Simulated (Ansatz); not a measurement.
Geometry optimisation, RKS PBE0/6-31G* (Ansatz 0.2.0).

The input (input.yaml):

```yaml
crystal:
  periodic: [false, false, false]
  atoms:
    - { symbol: Al, position_ang: [0.0, 0.0, 0.0] }
    - { symbol: H, position_ang: [0.0, 0.0, 1.91] }
    - { symbol: "N", position_ang: [1.6627, 0.0, -0.96] }
    - { symbol: H, position_ang: [2.1293, -0.9179, -1.2118] }
    - { symbol: H, position_ang: [2.1141, 0.9179, -1.2382] }
    - { symbol: "N", position_ang: [-1.6627, 0.0, -0.96] }
    - { symbol: H, position_ang: [-2.3316, -0.8164, -0.8614] }
    - { symbol: H, position_ang: [-1.9118, 0.8164, -1.5886] }
    - { symbol: F, position_ang: [0.0892, 1.8864, 0.6275] }
    - { symbol: H, position_ang: [0.0478, 1.0118, 1.7645] }
basis:
  gaussian: { orbitals: "6-31G*" }
hamiltonian:
  xc: pbe0
relax:
  f_tol: 0.15
  max_steps: 25
  restrain:
    - { distance: [0, 8], at: 2.89, k: 30.0 }
    - { distance: [9, 1], at: 1.86, k: 30.0 }
    - { distance: [0, 1], at: 1.56, k: 30.0 }
    - { distance: [9, 8], at: 0.92, k: 30.0 }
output:
  orbitals: {}
```

Launched with:

```bash
$ ansatz run input.yaml --threads 1 --pin off --max-ram 2048MiB --backend cpu --events-out ev --progress --plain --runs-dir out
```

**Question.** Where does it end, and by what steps?

**Answer.** The forces met the threshold. The restraints hold the end off the free minimum. After 12 steps the energy has fallen by 1.504 eV (the restraints' own energy left out); H5 moved furthest, 1.17 Å. Parted: Al1–F9 (1.99 → 2.88 Å). Joined: F9–H10 (1.44 → 0.93 Å).

```tsv
step	energy less start (eV)	largest force component (eV/Å)	accepted
0	0.0000	4.225	yes
1	0.1601	3.143	yes
2	-0.3451	2.734	yes
3	-0.5801	2.610	yes
4	-0.9413	1.452	yes
5	-0.9848	2.042	yes
6	-1.2740	0.654	yes
7	-1.3897	0.494	yes
8	-1.4649	0.423	yes
9	-1.4976	0.399	yes
10	-1.4745	0.919	no
11	-1.5003	0.398	yes
12	-1.5040	0.402	yes
```

```xyz
10
Properties=species:S:1:pos:R:3
Al 0.009 -0.126 -0.189
H 0.017 -0.455 1.350
N 1.564 -0.078 -1.048
H 2.455 -0.191 -0.585
H 1.701 0.158 -2.020
N -1.555 -0.012 -1.025
H -2.444 -0.027 -0.545
H -1.691 0.180 -2.007
F 0.042 2.148 1.582
H 0.041 1.300 1.969
```

The run took 25 s on 1 thread of Intel(R) Xeon(R) 6975P-C (Granite Rapids), on a shared host, peak memory 0.19 GiB.
